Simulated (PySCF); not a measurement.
# MoBr₂: double against triple zeta

Base calculation in PySCF with density fitting and no spin–orbit coupling, PBE0/def2-SVP (scalar-relativistic core potentials): quintet, C2v, Mo–Br 2.420 Å (×2); Br–Mo–Br 131.9°; wavenumbers 44, 245, 314 cm⁻¹; dipole moment 2.39 D, polar-tensor charge of Mo 1.07 e, atomisation energy (no zero-point energy) 650 kJ/mol.

Question: What changes on going to PBE0/def2-TZVP (scalar-relativistic core potentials)?

Answer: The point group stays the same. Changes: mean bond to Mo -0.011 Å, smallest bond angle -0.4 degrees, highest wavenumber +1 cm⁻¹, lowest wavenumber +2 cm⁻¹, dipole moment +0.06 D, polar-tensor charge of Mo +0.03 e, atomisation energy (no zero-point energy) 0 kJ/mol. The new structure has Mo–Br 2.409 Å (×2); Br–Mo–Br 131.5°, with wavenumbers 46, 248, 315 cm⁻¹. The larger basis shortens the bonds, as added polarisation functions usually do.

Open d or f shells are single determinants, so the state found may not be the ground state. Each species is the lowest minimum found with this bonding; other isomers or fragments can lie lower.
